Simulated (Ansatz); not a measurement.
Reaction (ligand exchange at the Si–O bond): `O[SiH2]O[Si](O)(O)O` + `BO` → `BO[Si](O)(O)O` + `O[SiH2]O`

Computed with Ansatz on PBE0-D4/def2-TZVP structures; ΔE is electronic, products minus reactants. CBS: MP2 limit from def2 TZ/QZ plus the TZ coupled-cluster correction, frozen cores. This one scheme is used for every species. Functionals use def2-TZVPP. B3LYP here is the variant with VWN-RPA as its local correlation; programs differ in this. One conformer a species, not always the lowest.

`O[SiH2]O[Si](O)(O)O`:

Cartesian coordinates in Å:
```
O 0.066 0.216 -2.483
Si 0.651 -1.023 -1.591
O 0.755 -0.588 -0.007
Si -0.151 0.275 1.021
O -0.991 -0.608 2.096
O -1.245 1.035 0.063
O 0.799 1.276 1.887
H -0.671 0.686 -2.078
H -0.219 -2.222 -1.672
H 2.012 -1.314 -2.089
H -0.550 -0.832 2.917
H -2.003 1.428 0.498
H 1.547 1.672 1.438
```

`BO`:

Z-matrix (Å, degrees):
```
B
O 1 1.348
H 1 1.196 2 116.8
H 1 1.202 2 120.7 3 -180.0
H 2 0.961 1 113.5 3 180.0
```

`BO[Si](O)(O)O`:

Cartesian coordinates in Å:
```
B 1.517 1.263 0.573
O 1.071 0.201 -0.123
Si -0.431 -0.437 -0.322
O -1.607 0.682 -0.347
O -0.522 -1.140 -1.780
O -0.571 -1.476 0.928
H 2.693 1.493 0.569
H 0.744 1.958 1.183
H -1.808 1.129 0.477
H 0.249 -1.618 -2.087
H -1.336 -2.055 0.931
```

`O[SiH2]O`:

```xyz
7

O    -0.044    0.791   -1.215
Si   -0.046   -0.418   -0.104
O     0.144    0.111    1.439
H    -0.769    1.418   -1.194
H    -1.346   -1.128   -0.077
H     1.078   -1.287   -0.522
H     0.982    0.513    1.673
```

| level | ΔE (kJ/mol) | difference from CCSD(T)/CBS |
| --- | --- | --- |
| PBE-D4 | 35.3 | -0.1 |
| r2SCAN-D4 | 35.7 | 0.3 |
| PBE0-D4 | 36.4 | 1.0 |
| B3LYP-D4 | 36.8 | 1.4 |
| ωB97X-V | 36.0 | 0.6 |
| ωB97M-V | 36.3 | 0.9 |
| B2PLYP | 33.4 | -2.0 |
| PBE | 31.9 | -3.5 |
| r2SCAN | 34.6 | -0.8 |
| PBE0 | 33.2 | -2.2 |
| B3LYP | 31.5 | -3.9 |
| HF/def2-TZVPP | 31.2 | -4.2 |
| MP2/def2-TZVPP | 35.4 | 0.0 |
| SCS-MP2/def2-TZVPP | 34.5 | -0.9 |
| CCSD/def2-TZVPP | 35.6 | 0.2 |
| CCSD(T)/def2-TZVPP | 36.3 | 0.9 |
| HF/def2-QZVPP | 31.0 | -4.4 |
| MP2/def2-QZVPP | 34.9 | -0.5 |
| SCS-MP2/def2-QZVPP | 33.9 | -1.5 |
| HF/CBS(def2) | 31.0 | -4.4 |
| MP2/CBS(def2) | 34.6 | -0.8 |
| CCSD/CBS(def2) | 34.7 | -0.7 |
| CCSD(T)/CBS | 35.4 | 0 |

Largest T1 diagnostic among the species: 0.014.

In def2-TZVPP, CCSD(T) changes the Hartree–Fock value by +5.0 kJ/mol (the triples alone add +0.7 kJ/mol) and MP2 by +4.2 kJ/mol. The D4 term adds +5.4 kJ/mol with B3LYP and +3.2 kJ/mol with PBE0; it sums over pairs of atoms, weighted by their polarisabilities, and B3LYP, whose exchange is more repulsive, gets the larger term.
